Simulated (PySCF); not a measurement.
# NMR data sheet: 2-penten-4-olide

```
Formula                               : C5H6O2
SMILES                                : C[C@H]1C=CC(=O)O1
InChI                                 : InChI=1S/C5H6O2/c1-4-2-3-5(6)7-4/h2-4H,1H3/t4-/m0/s1
Point group of the computed structure : C1
Degrees of unsaturation               : 3
Carbon signals                        : 5
Proton signals                        : 4
```

Molfile (atoms numbered from 1):
```
C5H6O2
     RDKit          3D

 13 13  0  0  0  0  0  0  0  0999 V2000
    1.7520   -0.0006   -0.0066 C   0  0  0  0  0  0  0  0  0  0  0  0
    0.3610    0.3875   -0.5086 C   0  0  1  0  0  0  0  0  0  0  0  0
   -0.5668   -0.7842   -0.6209 C   0  0  0  0  0  0  0  0  0  0  0  0
   -1.6026   -0.6020    0.1887 C   0  0  0  0  0  0  0  0  0  0  0  0
   -1.4340    0.7088    0.8626 C   0  0  0  0  0  0  0  0  0  0  0  0
   -2.1501    1.2450    1.6584 O   0  0  0  0  0  0  0  0  0  0  0  0
   -0.2793    1.2545    0.4147 O   0  0  0  0  0  0  0  0  0  0  0  0
    2.2418   -0.6393   -0.7361 H   0  0  0  0  0  0  0  0  0  0  0  0
    2.3473    0.8948    0.1463 H   0  0  0  0  0  0  0  0  0  0  0  0
    1.6690   -0.5312    0.9388 H   0  0  0  0  0  0  0  0  0  0  0  0
    0.4524    0.9218   -1.4644 H   0  0  0  0  0  0  0  0  0  0  0  0
   -0.3499   -1.6159   -1.2645 H   0  0  0  0  0  0  0  0  0  0  0  0
   -2.4451   -1.2387    0.3739 H   0  0  0  0  0  0  0  0  0  0  0  0
  1  2  1  0
  2  3  1  0
  3  4  2  0
  4  5  1  0
  5  6  2  0
  5  7  1  0
  7  2  1  0
  1  8  1  0
  1  9  1  0
  1 10  1  0
  2 11  1  6
  3 12  1  0
  4 13  1  0
M  END
```

[PySCF 2.14: σ from GIAO-PBE0/pcSseg-1; coordinates at the GFN2-xTB level; a single conformation; non-relativistic; no solvent model; equivalent nuclei averaged]

References, each an isolated molecule treated in the same way: TMS for 1H (σ = 31.72 ppm), 13C (σ = 186.93 ppm); H2O for 17O (σ = 336.08 ppm).

| carbon | δC, type | δH (multiplicity) | HMBC from (2–3 bonds) | span of the C tensor (ppm) |
| --- | --- | --- | --- | --- |
| C1 | 22.6, CH3 | 1.40 (d) | H12, H11 | 37 |
| C2 | 81.7, CH | 5.12 (m) | H12, H13, H8/H9/H10 | 55 |
| C3 | 164.9, CH | 7.49 (m) | H13, H11, H8/H9/H10 | 254 |
| C4 | 131.2, CH | 6.20 (d) | H12, H11 | 196 |
| C5 | 175.5, C | – | H12, H13, H11 | 154 |

Other nuclei:
```
atoms  nucleus            environment  δ (ppm)  σ (ppm)
   O6      17O  ester carbonyl oxygen    423.9    -87.8
   O7      17O    ester alkoxy oxygen    238.8     97.3
```

1. Carbon types of the structure: 1 × C, 3 × CH, 1 × CH3, which accounts for all hydrogens.
2. δC 175.5: ester carbonyl carbon; lone-pair donation from the attached heteroatom keeps it upfield of a ketone carbonyl.
3. δC 164.9: β carbon of a C=C–C=O unit; conjugation with the carbonyl draws π density from the β position.
4. δC 131.2: α carbon of a C=C–C=O unit; the olefinic region.
5. δC 81.7: allylic sp3 CH bonded to O; the inductive effect lowers its shielding.
6. δH 7.49: hydrogen on a β carbon of a C=C–C=O unit; olefinic region.

Shifts are as computed. Against solution values, carbons near 30 ppm lie about +3 ppm off and those near 130 ppm about +5 ppm. Of 1211 compounds with measured shifts, 218 miss one by over three times the rms of a fit or turn the order of signals round; such compounds aren't used in these exercises. Unscaled 17O shifts of doubly bonded oxygen tend to come out too high, by tens of ppm or more. Experimental scales use liquid or dissolved standards, which lie at an offset from isolated H2O (liquid H2O: subtract about 36 ppm). Multiplicities follow the n + 1 count of equivalent neighbours, as no J values were calculated; m marks all less simple cases, F and P coupling included.
